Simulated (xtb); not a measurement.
hexanethiol (C6H14S), singlet, geometry from GFN2-xTB; GFN2-xTB in xtb.

xtb was given this input:
```
$ xtb mol.xyz --gfn 2 --json

# file mol.xyz
21

C     -4.27231411     0.31146578    -0.49971612
C     -2.87333417     0.82335084    -0.81956104
C     -1.79526299     0.00609202    -0.11170355
C     -0.39047006     0.51335646    -0.42756318
C      0.68205977    -0.30864411     0.28369885
C      2.07610922     0.20295892    -0.03621755
S      3.32341482    -0.81950689     0.84333532
H     -4.38037944    -0.72442039    -0.81380716
H     -5.02454415     0.90601275    -1.01276596
H     -4.46278088     0.36541094     0.56995850
H     -2.70863832     0.77961234    -1.89867809
H     -2.79103017     1.86931681    -0.51507351
H     -1.87781643    -1.03982318    -0.41606167
H     -1.96019477     0.04970257     0.96731599
H     -0.22370169     0.46937227    -1.50673448
H     -0.30612076     1.55943677    -0.12267275
H      0.60624953    -1.35514463    -0.02030705
H      0.52383376    -0.26512387     1.36369914
H      2.19990703     1.23440026     0.29484733
H      2.28322793     0.13240834    -1.10435871
H      4.38662521    -0.16053018     0.38764877
```

It wrote (shortened):

```
   ID    Z sym.   atoms
    1    6 C      1-6
    2   16 S      7
    3    1 H      8-21

           -------------------------------------------------
          |                Calculation Setup                |
           -------------------------------------------------

           -------------------------------------------------
          |                 G F N 2 - x T B                 |
           -------------------------------------------------

          ...................................................
          :                      SETUP                      :
          :.................................................:
          :  # basis functions                  48          :
          :  # atomic orbitals                  47          :
          :  # shells                           29          :
          :  # electrons                        44          :
          :  max. iterations                   250          :
          :  Hamiltonian                  GFN2-xTB          :
          :  restarted?                      false          :
          :  GBSA solvation                  false          :
          :  PC potential                    false          :
          :  electronic temp.          300.0000000     K    :
          :  accuracy                    1.0000000          :
          :  -> integral cutoff          0.2500000E+02      :
          :  -> integral neglect         0.1000000E-07      :
          :  -> SCF convergence          0.1000000E-05 Eh   :
          :  -> wf. convergence          0.1000000E-03 e    :
          :  Broyden damping             0.4000000          :
          :  net charge                          0          :
          :  unpaired electrons                  0          :
          ...................................................

 iter      E             dE          RMSdq      gap      omega  full diag
   1    -23.4777500 -0.234778E+02  0.333E+00    5.30       0.0  T
   2    -23.5342979 -0.565479E-01  0.192E+00    4.72       1.0  T
   3    -23.5359897 -0.169179E-02  0.827E-01    4.61       1.0  T
   4    -23.5366032 -0.613573E-03  0.263E-01    4.47       1.0  T
   5    -23.5367024 -0.991715E-04  0.110E-01    4.48       1.0  T
   6    -23.5367220 -0.196245E-04  0.279E-02    4.48       1.0  T
   7    -23.5367228 -0.804302E-06  0.115E-02    4.49       1.9  T
   8    -23.5367230 -0.124547E-06  0.300E-03    4.49       7.3  T
   9    -23.5367230 -0.387334E-08  0.132E-03    4.48      16.6  T
[...]
         :: total energy             -23.234115098702 Eh    ::
[...]
 ---------------------------------------------------------------------------
     1   6 C    3.996 --     2 C    1.019    10 H    0.988     8 H    0.988
                             9 H    0.987
     2   6 C    3.997 --     1 C    1.019     3 C    1.008    11 H    0.979
                            12 H    0.979
     3   6 C    3.997 --     2 C    1.008     4 C    1.006    14 H    0.977
                            13 H    0.977
     4   6 C    3.997 --     3 C    1.006     5 C    1.001    15 H    0.977
                            16 H    0.977
     5   6 C    3.994 --     6 C    1.015     4 C    1.001    18 H    0.976
                            17 H    0.976
     6   6 C    3.976 --     5 C    1.015     7 S    0.986    19 H    0.978
                            20 H    0.978
     7  16 S    1.997 --     6 C    0.986    21 H    0.965
     8   1 H    0.999 --     1 C    0.988
     9   1 H    0.998 --     1 C    0.987
    10   1 H    0.999 --     1 C    0.988
    11   1 H    0.999 --     2 C    0.979
    12   1 H    0.999 --     2 C    0.979
    13   1 H    0.999 --     3 C    0.977
    14   1 H    0.999 --     3 C    0.977
    15   1 H    0.999 --     4 C    0.977
    16   1 H    0.999 --     4 C    0.977
    17   1 H    0.998 --     5 C    0.976
    18   1 H    0.998 --     5 C    0.976
    19   1 H    0.998 --     6 C    0.978
    20   1 H    0.998 --     6 C    0.978
    21   1 H    0.975 --     7 S    0.965
 ---------------------------------------------------------------------------

Topologies differ in total number of bonds
Writing topology from bond orders to xtbtopo.mol

molecular dipole:
                 x           y           z       tot (Debye)
 q only:       -0.272       0.454      -0.373
   full:       -0.324       0.692      -0.564       2.415
molecular quadrupole (traceless):
                xx          xy          yy          xz          yz          zz
 q only:        1.651       4.221      -0.790      -3.229       0.914      -0.861
  q+dip:       -1.074       7.050       0.254      -5.826       2.998       0.820
   full:        0.500       6.919      -0.297      -5.519       1.962      -0.203

           -------------------------------------------------
          | TOTAL ENERGY              -23.234115098702 Eh   |
          | GRADIENT NORM               0.000051088528 Eh/α |
          | HOMO-LUMO GAP               4.484862139514 eV   |
           -------------------------------------------------

normal termination of xtb
```
